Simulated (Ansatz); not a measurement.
`O/C([SiH3])=C\I`, 10 atoms. Total charge 0; spin multiplicity 1. Correlated methods include outer-core shells of I, which these sets cover unevenly. I: def2 effective core potential. All runs use 4 threads of an Arm Neoverse V1 on a shared host. Correlated methods freeze the cores.

Q: How many basis functions does each run have, and how long does it take in Ansatz? RKS ωB97M-V/def2-QZVPP energy; RKS BHLYP-D4/def2-TZVPP energy; RKS PBE0-D4/def2-TZVP frequencies; RKS PBE0-D4/def2-SVP energy; RHF-CCSD(T)/def2-SVP energy; RKS r2SCANh-D4/def2-TZVPP energy; RHF-CCSD(T)/def2-TZVPP energy; RKS HSE06 (plane-wave form)-D4/def2-TZVPP energy; RHF-MP2/def2-QZVPP energy; RKS PBE0-D4/def2-QZVPP energy; RKS PBE0-D4/def2-TZVP relaxation (7 steps); RKS ωB97M-V/def2-SVP energy. (Best estimate.)

A: Computed: Other jobs shared the machine, so times are rough.

| level | job | functions | wall time | peak host memory (GiB) |
| --- | --- | --- | --- | --- |
| RKS PBE0-D4/def2-SVP | energy | 111 | 2 s | 0.49 |
| RKS BHLYP-D4/def2-TZVPP | energy | 255 | 4.5 s | 0.75 |
| RKS HSE06 (plane-wave form)-D4/def2-TZVPP | energy | 255 | 4.6 s | 0.75 |
| RKS r2SCANh-D4/def2-TZVPP | energy | 255 | 7 s | 0.73 |
| RKS ωB97M-V/def2-SVP | energy | 111 | 8 s | 0.49 |
| RHF-CCSD(T)/def2-SVP | energy | 111 | 11 s | 0.61 |
| RKS PBE0-D4/def2-QZVPP | energy | 473 | 12 s | 1.9 |
| RKS ωB97M-V/def2-QZVPP | energy | 473 | 28 s | 2.2 |
| RHF-MP2/def2-QZVPP | energy | 473 | 30 s | 2.9 |
| RKS PBE0-D4/def2-TZVP | relaxation (7 steps) | 210 | 34 s | 0.62 |
| RKS PBE0-D4/def2-TZVP | frequencies | 210 | 3.4 min | 0.62 |
| RHF-CCSD(T)/def2-TZVPP | energy | 255 | 5.7 min | 6.3 |
